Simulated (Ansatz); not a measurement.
## Ligand exchange: InH(CH3)Br + CHBrF2 → InH2(CH3) + CBr2F2

Species: InH(CH3)Br, singlet; CHBrF2 (bromodifluoromethane) `FC(F)Br`, singlet; InH2(CH3), singlet; CBr2F2 (dibromodifluoromethane) `FC(F)(Br)Br`, singlet. The partners trade Br for H: In–Br and C–H bonds give way to In–H and C–Br.

Shapes, held fixed at every level: PBE0-D4/def2-TZVP. Programs: Ansatz 0.2.0. Electronic energies: no zero-point or thermal term.

| level | kind | ΔE (kJ/mol) | less CCSD(T)/def2-TZVPP |
| --- | --- | --- | --- |
| HF/def2-TZVPP | Hartree–Fock | +273.7 | +37.4 |
| SPW92/def2-TZVPP | LDA | +212.3 | -24.0 |
| BHLYP-D4/def2-TZVPP | global hybrid | +250.8 | +14.5 |
| wB97M-V/def2-TZVPP | range-separated hybrid | +231.7 | -4.6 |
| MP2/def2-SVP | perturbation theory | +244.2 | +7.9 |
| MP2/def2-TZVPP | perturbation theory | +239.3 | +3.0 |
| CCSD/def2-TZVPP | coupled cluster or CI | +241.9 | +5.6 |
| CCSD(T)/def2-TZVPP | coupled cluster or CI | +236.3 | 0.0 |

The highest level, CCSD(T)/def2-TZVPP, gives ΔE = +236.3 kJ/mol; the levels span +212.3 to +273.7. The column of differences is taken from that level and isn't an error. No measured value is set beside it here. For atoms past krypton def2 sets carry core potentials with scalar relativity. Relativity is left out for Br. Outer-core shells of Br, In are correlated, in sets that cover them unevenly.
